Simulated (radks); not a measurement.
The mean radii <r> (bohr) of the occupied orbitals of an atom or ion are listed with their occupations. Method: Dirac Kohn-Sham, LB94 model potential, spin-unpolarised, spherical densities, finite nucleus; Fermi nuclear charge, rms radius of each element as measured or else 0.836 A^(1/3) + 0.57 fm; computed with a radial shooting solver on a logarithmic mesh with Libxc functionals.

orbital  occ.      <r>
1s1/2       2  0.08481

Name the element and its charge. Open shells, if any, fill j = l - 1/2 first.

Answer. Z = 18, argon, charge +16: Ar16+ in [He]. The 1s radius gives Z: for a bare nucleus <r> = (2 gamma + 1)/(2Z) with gamma = sqrt(1 - (Z/c)^2), 0.08285 bohr for Z = 18, and screening makes it slightly larger (0.08481 here). The occupations add up to 2, and the charge is Z minus that.
